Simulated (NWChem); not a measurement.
System: MoH6; SMILES [MoH6]

Excerpt of the output:

```
             Northwest Computational Chemistry Package (NWChem) 7.3.0
             --------------------------------------------------------

 CI  symmetry detected

                             Geometry "geometry" -> ""
                             -------------------------

 Output coordinates in angstroms (scale by  1.889725989 to convert to a.u.)

  No.       Tag          Charge          X              Y              Z
 ---- ---------------- ---------- -------------- -------------- --------------
    1 Mo                  42.0000     0.00000000     0.00000000     0.00000000
    2 H                    1.0000     1.09249376     0.91837242    -0.95684182
    3 H                    1.0000     0.08227620    -1.28458571    -1.13822868
    4 H                    1.0000    -0.08227620     1.28458571     1.13822868
    5 H                    1.0000    -1.32379030     0.67807215    -0.86040277
    6 H                    1.0000     1.32379030    -0.67807215     0.86040277
    7 H                    1.0000    -1.09249376    -0.91837242     0.95684182

 Effective nuclear repulsion energy (a.u.)      80.6832589207

      Symmetry information
      --------------------

 Group name             Ci
 Group number              3
 Group order               2
 No. of unique centers     4

                                Z-matrix (autoz)
                                --------

 Units are Angstrom for bonds and degrees for angles

      Type          Name      I     J     K     L     M      Value
      ----------- --------  ----- ----- ----- ----- ----- ----------
    1 Stretch                  1     2                       1.71828
    2 Stretch                  1     3                       1.71828
    3 Stretch                  1     4                       1.71828
    4 Stretch                  1     5                       1.71828
    5 Stretch                  1     6                       1.71828
    6 Stretch                  1     7                       1.71828
    7 Bend                     2     1     3                90.01430
    8 Bend                     2     1     4                89.98570
    9 Bend                     2     1     5                90.00467
   10 Bend                     2     1     6                89.99533
   11 Bend                     3     1     5                90.01209
   12 Bend                     3     1     6                89.98791
   13 Bend                     3     1     7                89.98570
   14 Bend                     4     1     5                89.98791
   15 Bend                     4     1     6                90.01209
   16 Bend                     4     1     7                90.01430
   17 Bend                     5     1     7                89.99533
   18 Bend                     6     1     7                90.00467

                           NWChem Geometry Optimization
                           ----------------------------

 maximum gradient threshold         (gmax) =   0.000450
 rms gradient threshold             (grms) =   0.000300
 maximum cartesian step threshold   (xmax) =   0.001800
 rms cartesian step threshold       (xrms) =   0.001200
 fixed trust radius                (trust) =   0.300000
 source of zmatrix                         =   autoz

          -------------------
          Energy Minimization
          -------------------

 Using diagonal initial Hessian
 Scaling for Hessian diagonals: bonds = 1.00  angles = 0.25  torsions = 0.10

          --------
          Step   0

                                 NWChem DFT Module
                                 -----------------

 Summary of "ao basis" -> "ao basis" (spherical)
 ------------------------------------------------------------------------------
       Tag                 Description            Shells   Functions and Types
 ---------------- ------------------------------  ------  ---------------------
 Mo                         def2-svp                11       31   5s3p2d1f
 H                          def2-svp                 3        5   2s1p

      Symmetry analysis of basis
      --------------------------

        ag         30
        au         31

[...]

      ----------------------
      Optimization converged
      ----------------------

  Step       Energy      Delta E   Gmax     Grms     Xrms     Xmax
  ---- ---------------- -------- -------- -------- -------- --------
@    3     -71.32946761 -1.2D-08  0.00000  0.00000  0.00007  0.00011
                                     ok       ok       ok       ok

                                Z-matrix (autoz)
                                --------

 Units are Angstrom for bonds and degrees for angles

      Type          Name      I     J     K     L     M      Value     Gradient
      ----------- --------  ----- ----- ----- ----- ----- ---------- ----------
    1 Stretch                  1     2                       1.80824   -0.00000
    2 Stretch                  1     3                       1.80824   -0.00000
    3 Stretch                  1     4                       1.80824   -0.00000
    4 Stretch                  1     5                       1.80822   -0.00000
    5 Stretch                  1     6                       1.80822   -0.00000
    6 Stretch                  1     7                       1.80824   -0.00000
    7 Bend                     2     1     3                90.01235    0.00000
    8 Bend                     2     1     4                89.98765   -0.00000
    9 Bend                     2     1     5                90.00614   -0.00000
   10 Bend                     2     1     6                89.99386    0.00000
   11 Bend                     3     1     5                90.01430   -0.00000
   12 Bend                     3     1     6                89.98570    0.00000
   13 Bend                     3     1     7                89.98765   -0.00000
   14 Bend                     4     1     5                89.98570    0.00000
   15 Bend                     4     1     6                90.01430   -0.00000
   16 Bend                     4     1     7                90.01235    0.00000
   17 Bend                     5     1     7                89.99386    0.00000
   18 Bend                     6     1     7                90.00614   -0.00000

                         Geometry "geometry" -> "geometry"
                         ---------------------------------

 Output coordinates in angstroms (scale by  1.889725989 to convert to a.u.)

[...]

 Rotational Constants
 --------------------
 A=   1.279112 cm-1  (  1.840315 K)
 B=   1.278996 cm-1  (  1.840149 K)
 C=   1.278683 cm-1  (  1.839698 K)

 Temperature                      =   298.15K
 frequency scaling parameter      =   1.0000

 Zero-Point correction to Energy  =   36.837 kcal/mol  (  0.058703 au)
 Thermal correction to Energy     =   39.542 kcal/mol  (  0.063014 au)
 Thermal correction to Enthalpy   =   40.134 kcal/mol  (  0.063958 au)

 Total Entropy                    =   64.362 cal/mol-K
   - Translational                =   39.816 cal/mol-K (mol. weight = 103.9524)
   - Rotational                   =   19.275 cal/mol-K (symmetry #  =        1)
   - Vibrational                  =    5.271 cal/mol-K

 Cv (constant volume heat capacity) =   11.434 cal/mol-K
   - Translational                  =    2.979 cal/mol-K
   - Rotational                     =    2.979 cal/mol-K
   - Vibrational                    =    5.476 cal/mol-K

[normal modes left out]

 ----------------------------------------------------------------------------
 Normal Eigenvalue ||           Projected Infra Red Intensities
  Mode   [cm**-1]  || [atomic units] [(debye/angs)**2] [(KM/mol)] [arbitrary]
 ------ ---------- || -------------- ----------------- ---------- -----------
    1       -0.000 ||    0.000000           0.000         0.000       0.000
    2       -0.000 ||    0.000000           0.000         0.000       0.000
    3       -0.000 ||    0.000000           0.000         0.000       0.000
    4        0.000 ||    0.000000           0.000         0.000       0.000
    5        0.000 ||    0.000000           0.000         0.000       0.000
    6        0.000 ||    0.000000           0.000         0.000       0.000
    7      246.386 ||    0.000000           0.000         0.000       0.000
    8      247.297 ||    0.000000           0.000         0.000       0.000
    9      247.878 ||    0.000000           0.000         0.000       0.000
   10     1752.336 ||    0.430494           9.932       419.667       8.288
   11     1753.445 ||    0.430030           9.921       419.215       8.279
   12     1753.920 ||    0.427592           9.865       416.838       8.232
   13     1867.024 ||    0.000000           0.000         0.000       0.000
   14     1876.005 ||    0.000000           0.000         0.000       0.000
   15     1876.028 ||    0.000000           0.000         0.000       0.000
   16     2097.837 ||    0.000003           0.000         0.003       0.000
   17     2098.835 ||    0.000005           0.000         0.004       0.000
   18     2100.528 ||    0.000004           0.000         0.004       0.000
   19     2619.128 ||    3.195688          73.727      3115.315      61.526
   20     2620.763 ||    3.205605          73.956      3124.983      61.717
   21     2622.606 ||    3.218130          74.245      3137.193      61.958
 ----------------------------------------------------------------------------
```

Level: PBE0/def2-SVP with def2 effective core potentials on Mo. def2 effective core potentials on Mo; no spin-orbit coupling. The printed entropy takes a lower symmetry number than the molecule has.

### Question
Write an input that gives this output.

### Answer
One answer among several that fit: the input that was run:
```
start job
memory heap 200 mb stack 900 mb global 1100 mb
geometry units angstroms
  Mo     0.000000    -0.000004     0.000001
  H     -1.206188    -0.764184     0.955840
  H     -0.281773     1.480049     0.826168
  H      0.281679    -1.479420    -0.827326
  H     -1.190755     0.423428    -1.164176
  H      1.190582    -0.423345     1.164384
  H      1.206188     0.764184    -0.955840
end
basis spherical
  * library def2-svp
end
ecp
  Mo library def2-ecp
end
dft
  xc pbe0
  iterations 150
end
driver
  maxiter 120
end
task dft optimize
dft
  grid fine
  convergence energy 1d-8 density 1d-7
end
task dft freq numerical
```
